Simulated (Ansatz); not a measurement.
`[CH3][AlH][CH2]N[SiH3]`. The species carries charge 0 and has multiplicity 1.

Cartesian coordinates in Å:
```
C 2.230 -0.575 0.496
Al 0.663 -0.846 -0.644
C -1.124 -0.981 0.254
N -1.494 0.385 0.650
Si -1.075 1.616 -0.438
H 1.980 -0.032 1.413
H 3.029 -0.031 -0.015
H 2.649 -1.542 0.797
H 0.823 -1.280 -2.171
H -1.895 -1.463 -0.361
H -1.002 -1.599 1.153
H -2.271 0.475 1.288
H -1.883 1.784 -1.680
H -0.912 2.942 0.208
H 0.282 1.148 -0.952
```

(1) Give the diagnostics of a CCSD(T)/def2-TZVPP run (frozen core, the Gaussian-basis code of Ansatz). (Best estimate.)

Results:

(1) The calculation gave: T1 = 0.0106, largest single amplitude 0.007, largest double 0.014, (T) share of the correlation energy 3.6 %, 9 CCSD cycles. The RHF solution is stable towards an unrestricted one. T1 lies under the customary mark of 0.02 for closed shells.
